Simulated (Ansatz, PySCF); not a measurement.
Sn(H)2(NH2)(NMe2) (C₂H₁₀N₂Sn), SMILES C[N](C)[SnH2][NH2]. Atoms are numbered in the order given.

```xyz
15

Sn     0.5469    -0.4838    -0.1806
N      1.8628     1.0663     0.0523
N     -1.2413     0.4828     0.0341
C     -2.4462    -0.2755     0.2704
C     -1.4574     1.6906    -0.7309
H      0.5209    -1.7030     1.0352
H      0.9019    -1.1136    -1.7483
H      1.9598     1.3697     1.0217
H      2.7988     0.8573    -0.2956
H     -3.1836     0.3344     0.8309
H     -2.9576    -0.6159    -0.6593
H     -2.2355    -1.1696     0.8812
H     -2.1561     2.3651    -0.1956
H     -1.8957     1.5106    -1.7395
H     -0.5077     2.2341    -0.8597
```
Charge 0, spin multiplicity 1.

Geometry optimised at r2SCAN-D4/def2-SVP. The def2 effective core potentials stand for the cores of Sn; spin–orbit coupling is left out. The values are those of a single conformer.

Two levels are set side by side: PBE-D3(BJ)/def2-SVP (Ansatz, a quantum-chemistry and plane-wave program) and r2SCAN-D4/def2-SVP (Ansatz). Each level has its own optimised geometry; the coordinates shown are those of the second. Frequencies come from the Hessian of PySCF at each geometry. Differences are taken from unrounded values.

| quantity | r2SCAN-D4 | PBE-D3(BJ) | PBE-D3(BJ) minus r2SCAN-D4 |
|---|---|---|---|
| mean bond length (Å) | 1.366 | 1.376 | 0.010 |
| bond Sn1–N2 (Å) | 2.047 | 2.067 | 0.021 |
| bond Sn1–N3 (Å) | 2.044 | 2.061 | 0.017 |
| bond N3–C4 (Å) | 1.443 | 1.446 | 0.003 |
| bond N3–C5 (Å) | 1.446 | 1.449 | 0.003 |
| bond Sn1–H6 (Å) | 1.722 | 1.737 | 0.015 |
| bond Sn1–H7 (Å) | 1.726 | 1.743 | 0.016 |
| bond N2–H8 (Å) | 1.020 | 1.029 | 0.008 |
| bond N2–H9 (Å) | 1.020 | 1.029 | 0.008 |
| bond C4–H10 (Å) | 1.109 | 1.117 | 0.008 |
| bond C4–H11 (Å) | 1.114 | 1.122 | 0.008 |
| bond C4–H12 (Å) | 1.103 | 1.111 | 0.008 |
| bond C5–H13 (Å) | 1.109 | 1.117 | 0.008 |
| bond C5–H14 (Å) | 1.114 | 1.122 | 0.008 |
| bond C5–H15 (Å) | 1.102 | 1.109 | 0.008 |
| highest harmonic wavenumber (cm⁻¹) | 3618 | 3518 | -100 |
| mean harmonic wavenumber (cm⁻¹) | 1343 | 1307 | -36 |
| zero-point energy (kcal/mol) | 74.87 | 72.86 | -2.01 |
